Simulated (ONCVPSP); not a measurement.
**Varying the ONCV potential for niobium (Nb)**

Base potential:

ONCVPSP 4.0.1 input, shortened (lines: element, Z, core and valence counts, functional; n l f; lmax; l rc ep ncon nbas qcut; lloc lpopt rc5 dvloc0; l nproj debl; icmod fcfact rcfact), PBEsol, fully relativistic:

```
  Nb 41.00    6    3  -116133      upf
    1    0    2.00
    2    0    2.00
    2    1    6.00
    3    0    2.00
    3    1    6.00
    3    2   10.00
    4    0    2.00
    4    1    6.00
    4    2    4.00
    2
    0    1.30    0.00    4    8    4.00
    1    1.40    0.00    4    8    6.50
    2    2.10    0.00    5   10    9.00
    4    5    1.25    4.00
    0    3    2.50
    1    2    2.70
    2    2    0.90
    3    3.00    1.45
```

Open shells are filled in proportion to 2j + 1.

All-electron outer shells of the reference configuration (PBEsol, scalar-relativistic, ld1.x):

```tsv
shell	level (eV)	outermost node (bohr)	outermost maximum (bohr)
4s	-64.75	0.53	1.04
4p	-40.93	0.54	1.12
4d	-9.30	0.55	1.49
```

Cutoffs, loose and tight: the cutoffs (Ha) at which the residual kinetic energy of the hardest occupied pseudo-wave falls to 1 and 0.1 mHa per electron. They do not see the model core or the augmentation charge, which bear on the density cutoff. Test errors are all-electron minus pseudo excitation energies from the reference, over the configurations 4s2 4p6 4d4 5s1; 4s2 4p6 4d3; 4s2 4p6 4d2; 4s2 4p6 4d4.5 5s0.5. A dash means not determined; rows that change the core or the reference have their own tests.

A true bound ghost makes a file unfit for plane-wave use even where its test errors are small: the radial tests pick states by their node count and pass the ghost by.

```tsv
change	outcome	cutoff, loose	cutoff, tight	bound ghosts	GHOST(+) flags above zero	largest test error (meV)
base	generated	100 Ha	119 Ha	s	none	+3.9
s: qcut 6	generated	53 Ha	101 Ha	none	s	+4.3
d: ncon 3, nbas 8	generated	100 Ha	119 Ha	s	none	+4.5
local potential polynomial inside 0.85 bohr (lpopt 5, dvloc0 1 Ha)	generated	100 Ha	119 Ha	none	s, p3/2	+4.2
local potential polynomial inside 1.25 bohr (lpopt 5, dvloc0 -0.5 Ha)	generated	100 Ha	119 Ha	none	s	+4.2
all radii but the core radius scaled by about 0.86 (s 1.12, p 1.20, d 1.80 bohr); local potential polynomial inside 1.08 bohr (lpopt 5, dvloc0 4 Ha)	generated	135 Ha	155 Ha	s	s	+2.9
p: nproj 1	generated	100 Ha	119 Ha	s	none	+5.4
```
